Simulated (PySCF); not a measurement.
**A survey of ¹⁹F NMR shifts**

PySCF 2.14.0 with density-fitted response routines calculation with GIAO PBE0/pcSseg-1 shieldings and geometry: GFN2-xTB; a single conformation, non-relativistic, no solvent model, averaged over atoms made equivalent by symmetry, fast rotation or ring inversion.

Shieldings were converted by a linear fit to measured shifts: ¹⁹F: δ = 146.13 − 0.903σ +14.6 on sp3 carbon (rms 6.0 ppm, 223 shifts, 7.0 ppm with the 5 outliers that the fit left out vs CFCl3, solution or neat liquid). Occasional misses reach two or three times the rms, and more in compound classes unlike the fitted ones.

Task: Give the ¹⁹F shifts of `C=CC[C@H](F)C(=O)F`, `CCC(F)(F)F`.

Result: 
```tsv
compound	environment	δ (ppm)
[CH2:1]=[CH:2][CH2:3][C@H:4]([F:5])[C:6](=[O:7])[F:8]	F8: fluorine bonded to C	24.3
[CH2:1]=[CH:2][CH2:3][C@H:4]([F:5])[C:6](=[O:7])[F:8]	F5: fluorine on an sp3 carbon	-189.5
CCC(F)(F)F	fluorine of a CF3 group (×3)	-73.3
```

Task: Order these by ¹⁹F shift, lowest first.
A. CSc1ccnc(Cl)c1F
B. C=C/C=C\OC(F)F
C. FC[Si]([SiH3])([SiH3])CCCl
D. C=C/C=C1\C=C(C(F)(F)F)C1=C

Result: C (-246.1 ppm, fluorine on an sp3 carbon), A (-124.1 ppm, aryl fluorine), B (-77.5 ppm, fluorine of a CF2 group), D (-64.3 ppm, fluorine of a CF3 group).
